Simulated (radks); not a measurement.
Values are calculated unless marked as measured or tabulated.
B+, configuration [He] 2s2 (the NIST ground configuration).

Level of theory: Dirac Kohn-Sham, PBEsol, spin-unpolarised, spherical densities, finite nucleus; Fermi nuclear charge, rms radius 2.406 fm (a radial shooting solver on a logarithmic mesh with Libxc functionals).

Energy parts (hartree):
total: -24.17061
kinetic: 24.09059
electron-nucleus: -54.44920
Hartree: 9.59137
exchange-correlation: -3.40338

Orbitals (lengths in bohr, moments of r in powers of bohr; <r^-3> diverges for s and p1/2; r(max) is where P^2 peaks):
orbital  occ.  eigenvalue (hartree)   <1/r>  r(max)   <r^2>  <r^-3>
1s1/2       2              -7.07533   4.643  0.2112  0.1478       -
2s1/2       2              -0.71212  0.8014   1.452   3.770       -
2p1/2       0              -0.48692  0.7054   1.409   4.213       -
2p3/2       0              -0.48675  0.7051   1.410   4.216   1.143

The highest occupied level is 2s1/2 at -19.378 eV. Summed over all electrons, <r^2> = 7.836 bohr^2, which gives a Langevin (diamagnetic) susceptibility term of -6.21 x 10^-6 cm^3/mol. The electron density at the nucleus is 73.33 e/bohr^3. For comparison, the ionisation energy in NIST's Atomic Spectra Database is 25.155 eV (measured). In exact Kohn-Sham theory the highest level is minus the ionisation energy, but local and semilocal functionals leave it too shallow, through self-interaction and a potential that decays too fast; potentials with the right tail come closer.
